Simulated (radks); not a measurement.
Initial-state core-level shifts of the gold ion Au2+ when its valence configuration changes from [Xe] 4f14 5d9. All-electron calculation, scalar-relativistic Kohn-Sham, r2SCAN, spin-polarised, spherical densities, finite nucleus; open shells are filled with parallel spins first (spin-orbit coupling, left out, can overturn this in heavy ions); meta-GGA in the generalised Kohn-Sham scheme; Fermi nuclear charge, rms radius 5.4371 fm. Program: a radial shooting solver on a logarithmic mesh with Libxc functionals. Shifts are changes of the shell-averaged eigenvalues in eV (positive: less bound); the change of the density at the nucleus, which sets a Mossbauer isomer shift, is in e/bohr^3, on a base of 2.301e+06.

\begin{tabular}{lrrrrr}
valence & 1s & 3s & 3d & 5s & density at nucleus \\ \hline
4f13 5d10 & -12.665 & -15.738 & -15.603 & -4.399 & +142.5 \\
4f14 5d7 6s2 & -8.168 & -8.380 & -8.409 & -7.715 & +476.6 \\
4f14 5d8 6p1 & -5.654 & -5.737 & -5.749 & -5.456 & +15.2 \\
4f13 5d9 6s1 & -16.834 & -20.017 & -19.895 & -8.338 & +380.5 \\
4f12 5d10 6s1 & -30.086 & -36.505 & -36.247 & -12.811 & +531.3 \\
4f13 5d9 6p1 & -18.560 & -21.715 & -21.592 & -10.052 & +158.4 \\
4f13.5 5d9.5 & -6.285 & -7.801 & -7.733 & -2.212 & +70.5 \\
4f12 5d9 6s2 & -34.688 & -41.212 & -40.972 & -17.053 & +799.9 \\
4f14 5d8.5 6p0.5 & -2.838 & -2.879 & -2.884 & -2.749 & +7.0 \\
\end{tabular}
